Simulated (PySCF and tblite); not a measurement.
The numbers below are computed, except where a source is named.
C₃H₇Br, numbered as in [CH3:1][CH2:2][CH2:3][Br:4].

Conformers came from 90 starts (ETKDG and KDG, MMFF94s, GFN2-xTB); geometries are PBE0-D3(BJ)/def2-SVP. Free energies are B3LYP-D3(BJ)/def2-TZVP (IEF-PCM, chloroform) single points with GFN2-xTB rigid-rotor and vibrational terms (modes under about 100 cm⁻¹ blended into free rotors). Symmetry numbers and mirror images are counted. Conformers within 3 kcal/mol (GFN2-xTB free energy) were kept, 8 at most. GIAO shieldings: PBE0/pcSseg-1 (IEF-PCM, chloroform). Shifts are against TMS (¹H), TMS (¹³C) at the same level. Run with PySCF (density fitting) and tblite.

Torsions listed: C1–C2–C3–Br4. Of a mirror pair one member is shown.

```tsv
conformer	shape	symmetry	E(GFN2) kcal/mol	E(DFT) kcal/mol
1	65°	C1 (pair)	0.06	0.00
2	180°	Cs	0.00	0.15
```

How much do the weights at 298.15 K and the averaged shift of H3 depend on how the conformers are weighted?


```csv
weighting,1 (%),2 (%),δ (ppm),rms dipole (D)
"DFT energy with thermal terms, symmetry and mirror images (full scheme)",69,31,3.48,2.71
DFT energy with symmetry and mirror images,72,28,3.48,2.71
bare DFT energy,56,44,3.44,2.71
GFN2-xTB energy with symmetry and mirror images,64,36,3.46,2.71
GFN2-xTB free energy,61,39,3.45,2.71
leading conformer alone,100,0,3.57,2.70
equal weights,50,50,3.42,2.71
"full scheme, search stopped after three starts",100,0,3.57,2.70
```

The largest departure from the full scheme, 0.09 ppm, comes with: leading conformer alone.

Spin–orbit effects of the heavy atoms on shieldings are missing.
